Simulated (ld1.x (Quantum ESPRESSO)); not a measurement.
## Configuration tests for hafnium (Hf) (TM)

```json
{"Element": "Hf", "Generator": "ld1.x (Quantum ESPRESSO) 7.5", "Type": "norm-conserving Troullier–Martins (Kleinman–Bylander form)", "Functional": "LDA (PZ)", "Relativity": "scalar-relativistic", "Frozen core": "[Kr] 4d10 4f14", "Valence charge": "12", "Reference configuration": "5s2 5p6 5d2 6s2 6p0", "Partial waves": "5p (bound): rc 1.92 bohr; 5d (bound): rc 3.60 bohr; 5s (bound): rc 1.54 bohr", "Local potential": "the s channel", "Core correction": "a·sin(br)/r model core inside 0.80 bohr"}
```

Occupied shells without a wave of their own: 6s. They enter only through the test configuration that unscreens the potential, and ld1.x also counts them in the model core charge.

Energies are relative to the spin-unpolarised reference configuration 5s2 5p6 5d2 6s2 6p0; without spin polarisation the order of configurations can differ from experiment. Spin-polarised rows fill each open shell by Hund’s rule, majority spin first.

ld1.x takes every shell without a wave as core, so the model core holds the 6s electrons as well and exchange and correlation see them twice. This cancels in the reference configuration, but the file is broken for other ones, and its errors say nothing about a proper core correction.

```
               valence configuration  charge  ΔE all-electron (eV)  error AE − PS (meV)
                 5s2 5p6 5d2 6s1 6p0      +1                 8.198                 -665
                 5s2 5p6 5d2 6s0 6p0      +2                22.701                -1932
                 5s2 5p6 5d1 6s0 6p0      +3                44.802                -2854
                 5s2 5p6 5d1 6s2 6p0      +1                 6.730                  -44
                 5s2 5p6 5d2 6s0 6p2       0                 8.075                -1045
                 5s2 5p6 5d2 6s0 6p1      +1                12.993                -1240
               5s2 5p6 5d2 6s1.5 6p0    +0.5                 3.349                 -272
5s2 5p6 5d2 6s2 6p0 (spin-polarised)       0                -0.441                  -19
5s2 5p6 5d2 6s1 6p0 (spin-polarised)      +1                 7.063                 -836
```

Levels in the configuration 5s2 5p6 5d2 6s1 6p0:

```json
{"level": "5s", "all-electron (eV)": "-74.198", "pseudo (eV)": "-74.752"}
{"level": "5p", "all-electron (eV)": "-42.738", "pseudo (eV)": "-43.235"}
{"level": "5d", "all-electron (eV)": "-9.484", "pseudo (eV)": "-9.865"}
{"level": "6s", "all-electron (eV)": "-11.262", "pseudo (eV)": "-12.181"}
```

The potential misses its own reference levels by up to 0.4 eV.
